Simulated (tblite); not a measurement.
Species: C₆H₉ClGeO₂.
Bonds: C1–O2, O2–C3, C3–O4 (double), C3–Ge5, Ge5–C6, C6–C7 (triple), C7–C8, C8–C9, C9–Cl10. Hydrogens: H11, H12, H13 on C1; H14, H15 on Ge5; H16, H17 on C8; H18, H19 on C9.

Computed with GFN2-xTB (tblite), gas phase: L-BFGS steps from a force-field or distance-geometry start until the largest atomic force falls under 0.01 eV/Å.

Step 2: E = -869.9040 eV
```
atom  x, y, z in Å  |  force x, y, z in eV/Å
C1      2.6335    1.5274    1.4463    0.026  -0.340  -0.156
O2      1.9828    0.5202    0.6237   -0.016   0.368   0.102
C3      2.2574   -0.7627    0.8027    0.202  -0.339   0.135
O4      3.0415   -1.2225    1.5945    0.086   0.425   0.176
Ge5     1.3079   -2.0621   -0.3917   -0.010   0.288  -0.015
C6     -0.3728   -1.3223   -0.8768    0.932  -0.509   0.161
C7     -1.4303   -0.8538   -1.1836   -1.246   0.464  -0.351
C8     -2.7273   -0.2927   -1.5544    0.363   0.178   0.155
C9     -2.8152    1.1615   -1.0707   -0.085  -0.308  -0.138
Cl10   -4.4072    1.8428   -1.5330    0.151   0.018   0.066
H11     2.3876    1.3591    2.4968    0.083  -0.110  -0.051
H12     3.7193    1.4750    1.3007   -0.196  -0.068   0.077
H13     2.2747    2.5208    1.1557   -0.075  -0.426  -0.185
H14     1.1112   -3.3745    0.3556    0.109   0.344  -0.200
H15     2.1547   -2.2779   -1.6381   -0.215  -0.040   0.208
H16    -3.5234   -0.8821   -1.0905    0.044   0.006  -0.090
H17    -2.8317   -0.3246   -2.6434   -0.045  -0.050   0.091
H18    -2.7338    1.2050    0.0146   -0.034   0.078   0.001
H19    -2.0386    1.7727   -1.5315   -0.074   0.018   0.015
```

Step 3: E = -869.9132 eV
```
atom  x, y, z in Å  |  force x, y, z in eV/Å
C1      2.6335    1.5226    1.4442   -0.020  -0.257  -0.059
O2      1.9831    0.5230    0.6256   -0.069   0.186   0.003
C3      2.2556   -0.7621    0.8002    0.699  -0.485   0.663
O4      3.0476   -1.2187    1.6020   -0.431   0.656  -0.361
Ge5     1.3078   -2.0585   -0.3927    0.102   0.200   0.052
C6     -0.3645   -1.3274   -0.8760   -1.327   0.512  -0.479
C7     -1.4431   -0.8495   -1.1871    1.358  -0.664   0.397
C8     -2.7230   -0.2905   -1.5525   -0.106   0.142  -0.022
C9     -2.8160    1.1574   -1.0723   -0.038  -0.078  -0.034
Cl10   -4.4048    1.8431   -1.5319    0.107   0.016   0.047
H11     2.3890    1.3576    2.4955    0.074  -0.117  -0.031
H12     3.7161    1.4740    1.3019   -0.076  -0.087   0.051
H13     2.2739    2.5138    1.1531   -0.087  -0.357  -0.188
H14     1.1130   -3.3691    0.3524    0.105   0.320  -0.175
H15     2.1513   -2.2785   -1.6345   -0.173  -0.033   0.163
H16    -3.5222   -0.8816   -1.0923    0.037   0.020  -0.084
H17    -2.8324   -0.3254   -2.6415   -0.046  -0.032   0.066
H18    -2.7344    1.2062    0.0140   -0.033   0.057  -0.024
H19    -2.0402    1.7727   -1.5311   -0.076  -0.001   0.015
```

Step 4: E = -869.9440 eV
```
atom  x, y, z in Å  |  force x, y, z in eV/Å
C1      2.6334    1.5172    1.4423   -0.069  -0.148   0.015
O2      1.9826    0.5268    0.6267   -0.064  -0.148  -0.046
C3      2.2613   -0.7667    0.8050    0.168   0.011   0.157
O4      3.0471   -1.2100    1.6030    0.045   0.356   0.111
Ge5     1.3086   -2.0543   -0.3927   -0.001   0.254   0.052
C6     -0.3702   -1.3265   -0.8796   -0.324   0.082  -0.181
C7     -1.4400   -0.8522   -1.1860    0.377  -0.202   0.112
C8     -2.7211   -0.2877   -1.5514   -0.097  -0.056  -0.047
C9     -2.8169    1.1540   -1.0737    0.030   0.083   0.056
Cl10   -4.4024    1.8434   -1.5309    0.058   0.019   0.027
H11     2.3906    1.3556    2.4944    0.061  -0.120  -0.012
H12     3.7135    1.4726    1.3032    0.030  -0.102   0.024
H13     2.2725    2.5062    1.1497   -0.088  -0.292  -0.177
H14     1.1150   -3.3628    0.3488    0.091   0.272  -0.148
H15     2.1475   -2.2791   -1.6309   -0.137  -0.032   0.110
H16    -3.5211   -0.8811   -1.0941    0.051   0.023  -0.070
H17    -2.8332   -0.3261   -2.6398   -0.024  -0.024   0.047
H18    -2.7351    1.2075    0.0135   -0.032   0.039  -0.044
H19    -2.0418    1.7728   -1.5307   -0.074  -0.014   0.013
```

**Question.** Estimate the geometry and energy of step 5. (The exact step hangs on the optimiser's Hessian estimate; all steps are aligned on step 4, rigid shifts and turns removed.)

**Answer.** E = -869.9671 eV, largest force 0.503 eV/Å
```
atom  x, y, z in Å  |  force x, y, z in eV/Å
C1      2.6315    1.5078    1.4407   -0.028  -0.062   0.026
O2      1.9812    0.5248    0.6275   -0.098  -0.190  -0.109
C3      2.2682   -0.7653    0.8111   -0.144   0.097  -0.143
O4      3.0511   -1.1942    1.6105    0.315   0.135   0.368
Ge5     1.3085   -2.0447   -0.3933   -0.023   0.294   0.122
C6     -0.3746   -1.3278   -0.8850    0.336  -0.180   0.025
C7     -1.4390   -0.8551   -1.1854   -0.263   0.107  -0.079
C8     -2.7199   -0.2869   -1.5509   -0.029  -0.098  -0.031
C9     -2.8167    1.1517   -1.0738    0.019   0.125   0.063
Cl10   -4.3979    1.8441   -1.5289   -0.019   0.032   0.000
H11     2.3941    1.3507    2.4920    0.012  -0.136   0.072
H12     3.7104    1.4688    1.3053    0.102  -0.126  -0.012
H13     2.2694    2.4897    1.1421   -0.121  -0.129  -0.171
H14     1.1195   -3.3489    0.3411    0.061   0.174  -0.088
H15     2.1397   -2.2805   -1.6234   -0.066  -0.028   0.003
H16    -3.5178   -0.8794   -1.0984   -0.039  -0.042   0.007
H17    -2.8347   -0.3276   -2.6358   -0.009  -0.010  -0.059
H18    -2.7367    1.2099    0.0112   -0.014   0.016   0.033
H19    -2.0460    1.7722   -1.5296    0.008   0.021  -0.025
```

The energy changes by -0.0231 eV. The first-order estimate −F·Δx gives -0.0325 eV and the mean of the old and new forces, exact on a quadratic surface, -0.0231 eV. The step makes an angle of 35° with the force vector and moves no atom by more than 0.018 Å.

The cost below is that of the whole relaxation. Time: 1.7 s wall. Hardware: one thread, Arm Neoverse N1 (aarch64), shared host.
